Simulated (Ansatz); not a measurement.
CH7AlOSi. Charge 0, multiplicity 1. The bonds changed during the relaxation, so this is another structure than the one it started from.

```xyz
11

O    -0.5164    1.3622    0.8894
C    -1.5608    0.2653    0.8237
Al   -0.3462    0.2068   -0.6973
Si    1.6970   -1.1372   -0.6018
H    -0.9238    2.2305    0.8269
H    -2.5501    0.7107    0.7369
H    -1.4703   -0.3125    1.7396
H    -0.8117    1.0395   -1.9703
H     1.5617   -2.3930   -1.3991
H     2.0299   -1.5506    0.7933
H     2.8907   -0.4218   -1.1415
```

**Question.** List the harmonic frequencies (cm⁻¹, unscaled) at PBE0-D4/def2-TZVP in Ansatz. (An estimate is asked.)

**Answer.** The calculation gave: 56, 108, 133, 332, 363, 385, 426, 456, 549, 576, 648, 710, 848, 872, 939, 941, 1018, 1157, 1243, 1451, 1899, 2187, 2193, 2196, 3110, 3192, 3865.

**Question.** Is this a minimum?

**Answer.** Yes, all 27 modes are real.

**Question.** Give the ideal-gas thermochemistry at 298.15 K and 1 bar (rigid rotor, harmonic oscillator; point group C1, symmetry number 1).

**Answer.** Zero-point energy 190.5 kJ/mol; H(298) − E = 212.8 kJ/mol; entropy 352.5 J/(mol·K), of which translation 165.0, rotation 111.0, vibration 76.5; G(298) − E = 107.7 kJ/mol. Modes under 100 cm⁻¹ are hindered rotations or soft bends, so the harmonic entropy is rough.

**Question.** And at 400, 500, 600, 800 and 1000 K?

**Answer.** 
```json
{"T (K)": "400", "H − E (kJ/mol)": "226.0", "S (J/mol/K)": "390.3", "G − E (kJ/mol)": "69.9"}
{"T (K)": "500", "H − E (kJ/mol)": "240.8", "S (J/mol/K)": "423.4", "G − E (kJ/mol)": "29.1"}
{"T (K)": "600", "H − E (kJ/mol)": "257.2", "S (J/mol/K)": "453.3", "G − E (kJ/mol)": "-14.7"}
{"T (K)": "800", "H − E (kJ/mol)": "293.5", "S (J/mol/K)": "505.3", "G − E (kJ/mol)": "-110.7"}
{"T (K)": "1000", "H − E (kJ/mol)": "333.2", "S (J/mol/K)": "549.6", "G − E (kJ/mol)": "-216.3"}
```
